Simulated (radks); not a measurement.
Results of a calculation; reference values are marked as such.
La35+, 22 electrons, occupied as [Ar] 3d4. Code: a radial shooting solver on a logarithmic mesh with Libxc functionals. Model: Dirac Kohn-Sham, LB94 model potential, spin-unpolarised, spherical densities, finite nucleus; open shells fill j = l - 1/2 first; Fermi nuclear charge, rms radius 4.855 fm.

Spin-orbit splittings of the eigenvalues, e(l+1/2) - e(l-1/2), with zeta = 2 splitting/(2l+1) and mean radii in bohr:

shell  occ.  splitting (eV)  zeta (eV)  <r> j=l-1/2  <r> j=l+1/2
2p        6           421.6      281.0      0.08910      0.09507
3p        6               ?          ?       0.2569       0.2670
3d        4           21.89      8.758       0.2336       0.2367

Estimate the 3p splitting.

Answer. 94.73 eV (zeta = 63.15 eV).
